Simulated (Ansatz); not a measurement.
Geometry optimisation, UKS BHLYP-D4/def2-SVP in Ansatz 0.2.0.

Input file:

```yaml
crystal:
  periodic: [false, false, false]
  atoms:
    - { symbol: Ge, position_ang: [0.0, 0.0, 0.0] }
    - { symbol: H, position_ang: [0.0, 0.0, 1.8] }
    - { symbol: H, position_ang: [1.4616, 0.0, -0.5162] }
    - { symbol: H, position_ang: [-0.73, 1.2648, -0.5162] }
    - { symbol: H, position_ang: [-0.73, -1.2648, -0.5162] }
    - { symbol: C, position_ang: [0.0, 0.0, 3.21] }
    - { symbol: H, position_ang: [-0.5653, -0.8805, 3.5805] }
    - { symbol: H, position_ang: [1.0452, -0.0494, 3.5805] }
    - { symbol: H, position_ang: [-0.4798, 0.9298, 3.5805] }
magnetization:
  spin_polarized: true
  initial_magnetization: 1
basis:
  gaussian: { orbitals: def2-SVP }
hamiltonian:
  xc: { name: BHLYP }
  dispersion: d4
relax:
  f_tol: 0.15
  max_steps: 25
  restrain:
    - { distance: [1, 5], at: 1.11, k: 30.0 }
    - { distance: [0, 1], at: 2.75, k: 30.0 }
```

Launched with:

```bash
$ ansatz run input.yaml --threads 2 --pin off --max-ram 3072MiB --backend cpu --events-out ev --progress --plain --runs-dir out
```

Task: Where does it end, and by what steps?

Result: It converged. The restraints hold the end off the free minimum. After 5 steps the energy has fallen by 1.036 eV (the restraints' own energy left out); H2 moved furthest, 0.55 Å. Joined: H2–C6 (1.41 → 1.10 Å).

```json
{"step": "0", "energy less start (eV)": "0.0000", "largest force component (eV/Å)": "2.165", "accepted": "yes"}
{"step": "1", "energy less start (eV)": "-0.6068", "largest force component (eV/Å)": "2.740", "accepted": "yes"}
{"step": "2", "energy less start (eV)": "-0.7023", "largest force component (eV/Å)": "3.022", "accepted": "yes"}
{"step": "3", "energy less start (eV)": "-0.9146", "largest force component (eV/Å)": "0.657", "accepted": "yes"}
{"step": "4", "energy less start (eV)": "-1.0268", "largest force component (eV/Å)": "0.602", "accepted": "yes"}
{"step": "5", "energy less start (eV)": "-1.0361", "largest force component (eV/Å)": "0.380", "accepted": "yes"}
```

```xyz
9
Properties=species:S:1:pos:R:3
Ge 0.001 0.000 -0.410
H 0.000 0.000 2.345
H 1.467 0.000 -0.867
H -0.733 1.270 -0.867
H -0.733 -1.270 -0.867
C 0.000 0.000 3.447
H -0.557 -0.867 3.807
H 1.029 -0.049 3.807
H -0.472 0.916 3.807
```

The run took 14 s on 2 threads of Arm Neoverse V2, on a shared host, peak memory 0.16 GiB.
